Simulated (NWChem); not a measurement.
Molecule: AlHF2; SMILES [F][AlH][F]

```xyz
4

Al     0.0000     0.0000    -0.4149
H      0.0000     0.0000    -1.9775
F     -1.4143     0.0000     0.4439
F      1.4143     0.0000     0.4439
```
Atoms are numbered in this order, from 1.

Computed with NWChem. Pople sets run with spherical d functions. Structure relaxed at the PBE0/def2-SVP level. Vzz is the largest principal value of the second derivative of the potential at the nucleus (NWChem prints the opposite sign); η is the asymmetry. Non-relativistic.

For level PBE0/def2-TZVP:

```
Quantity        Value
--------------  -----
Vzz Al1 (a.u.)  1.176
```

### Question
What are these values for level PBE0/6-31G*?

### Answer
The vzz Al1 (a.u.) is 0.898.
